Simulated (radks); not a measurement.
Q: The mean radii <r> (bohr) of the occupied orbitals of an atom or ion are listed with their occupations. Method: scalar-relativistic Kohn-Sham, PW91, spin-polarised, spherical densities, point nucleus; computed with a radial shooting solver on a logarithmic mesh with Libxc functionals.

orbital  occ.      <r>
1s down     1  0.02274
1s up       1  0.02274
2s up       1  0.09700
2s down     1  0.09700
2p up       3  0.08547
2p down     3  0.08547
3s up       1   0.2550
3s down     1   0.2549
3p up       3   0.2534
3p down     3   0.2532
3d up       5   0.2311
3d down     5   0.2309
4s up       1   0.5785
4s down     1   0.5784
4p up       3   0.6121
4p down     3   0.6121
4d up       5   0.6676
4d down     5   0.6683
5s up       1    1.370
5s down     1    1.387
5p up       3    1.573
5p down     3    1.599
4f up       5   0.8953

Name the element and its charge. Open shells, if any, are filled with parallel spins first.

A: Z = 62, samarium, charge +3: Sm3+ in [Xe] 4f5. The 1s radius gives Z: for a bare nucleus <r> = (2 gamma + 1)/(2Z) with gamma = sqrt(1 - (Z/c)^2), 0.02245 bohr for Z = 62, and screening makes it slightly larger (0.02274 here). The occupations add up to 59, and the charge is Z minus that.
